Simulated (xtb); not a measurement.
Input for xtb:
```
$ xtb mol.xyz --gfn 2 --uhf 1 --opt vtight --json

# file mol.xyz
3

B     -0.03958238     0.45091022     0.00520513
F      1.17103970    -0.19925160    -0.00612084
H     -1.08386128    -0.21245127    -0.05100650
```

Question: Give the total energy at the end of the optimisation at the level GFN2-xTB run with xtb.

Answer: -12.834582 Ry

Question: What is the computed dipole moment (GFN2-xTB)?

Answer: 0.51 D
